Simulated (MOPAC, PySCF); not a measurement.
Scan of C2H6Zn, singlet: bend at the central Zn, local threefold symmetry of each CH3 group. Scanned: C-Zn-C angle. Other coordinates (Zn-C length, H-C-Zn angle, C-H length) were minimised at B3LYP/def2-TZVP.

RMP2/6-31G* = restricted MP2 (frozen core)/6-31G*, spherical d in PySCF; PM3, restricted, heats of formation (MOPAC); CAM-B3LYP/def2-TZVP, density fitting (PySCF).

Energies in mEh, each method relative to its own lowest point.

```csv
a / °,RMP2/6-31G*,PM3,CAM-B3LYP
180,0.0,0.0,0.0
172.50,?,0.3,0.6
165,2.7,1.1,2.5
157.50,6.0,2.6,5.6
150,10.5,4.7,9.9
142.50,16.1,7.5,15.2
135,22.7,?,21.5
127.50,30.2,?,28.8
120,38.8,21.9,37.1
112.50,48.5,?,46.4
105,59.5,38.1,57.0
97.50,72.3,?,69.1
90,87.5,63.0,83.4
```

**Question.** Complete the blanks.

**Answer.** 
- 172.50, RMP2/6-31G*: 0.7
- 135, PM3: 11.3
- 127.50, PM3: 16.0
- 112.50, PM3: 29.2
- 97.50, PM3: 49.2
